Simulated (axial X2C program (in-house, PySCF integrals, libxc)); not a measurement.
# Potential curves of MoBr, 2c

All values were computed with an in-house all-electron X2C program for linear molecules (integrals from PySCF). Two-component (2c) means X2C with spin–orbit coupling and atomic mean-field two-electron Coulomb and Gaunt terms. Basis: Mo dyall-cv3z [11s12p9d5f3g], Br dyall-cv3z [8s9p6d4f1g] (cores contracted in-house); Gaussian nuclei, density fitting, unrestricted open shells. Masses: Mo 97.905 u, Br 78.918 u.

State: Ω = 5/2 (⟨Sz⟩ = 2.50, ⟨Lz⟩ = 0.00 at HF). Energies in kJ/mol from the fragments at the same level (Mo + Br). Fits are polynomials in 1 − R0/R over 0.85 to 1.23 times the lowest point R0.

| R (Å) | MP2 |
| --- | --- |
| 2.1228 | -221.39 |
| 2.2204 | -271.14 |
| 2.2936 | -291.63 |
| 2.3668 | -301.56 |
| 2.4400 | -303.56 |
| 2.5254 | -298.57 |
| 2.6108 | -288.03 |
| 2.7206 | -269.29 |
| 2.8548 | -242.15 |
| 3.0500 | -200.06 |

Correlated methods: 21 electrons correlated (number of frozen shells: Mo 3 s, 2 p, 1 d; Br 3 s, 2 p, 1 d), 307 virtual spin orbitals or spinors in MP2.

Occupations by symmetry block were frozen at the best pattern of an incomplete PBE0 search. De is counted from the lowest determinant-based energies of the atoms at the same level, without counterpoise correction. With several unpaired electrons one determinant need not be a pure state. This is the top spin component of a Σ state; components of lower Ω are not single determinants and can lie lower. MP2 and coupled cluster on one determinant become unreliable at the stretched end.

(1) Fit the MP2 curve near its minimum: give the equilibrium distance, the harmonic wavenumber and the well depth.

## Answers

(1) At MP2, 2c: Re = 2.425 Å, ωe ≈ 274 cm⁻¹, De = 3.15 eV to Mo + Br; Be follows as 0.0656 cm⁻¹.
